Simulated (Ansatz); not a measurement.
Reaction (formal exchange of groups at the Sn–Cl bond): `[CH3][Sn]([SH])([Cl])[Cl]` + `COC(C)(C)C` → `C[O][Sn]([CH3])([SH])[Cl]` + `CC(C)(C)Cl`

Calculated with Ansatz (gas phase, PBE0-D4/def2-TZVP geometries, no zero-point term in ΔE). CBS: MP2 limit from def2 TZ/QZ plus the TZ coupled-cluster correction, frozen cores. DFT in def2-TZVPP. def2 core potentials past Kr. For Sn outer-core shells are correlated without core-valence functions, which leaves a few kJ/mol of doubt a bond. One conformer a species, not always the lowest.

| level | ΔE (kJ/mol) |
| --- | --- |
| ωB97X-V | 52.2 |
| B2PLYP | 47.1 |
| CCSD(T)/def2-TZVPP | 47.0 |
| HF/def2-QZVPP | 60.9 |

(1) What does CCSD(T)/CBS give? (Best estimate.)

Largest T1 diagnostic among the species: 0.012.

Results:

(1) Computed: +44.8 kJ/mol. The listed levels differ from it by 7.4, 2.3, 2.2, 16.1 kJ/mol.

In def2-TZVPP, CCSD(T) changes the Hartree–Fock value by −14.4 kJ/mol (the triples alone add −3.0 kJ/mol) and MP2 by −18.4 kJ/mol. From PBE to PBE0 (25 % exact exchange), in def2-TZVPP and without D4, ΔE moves by +6.7 kJ/mol.
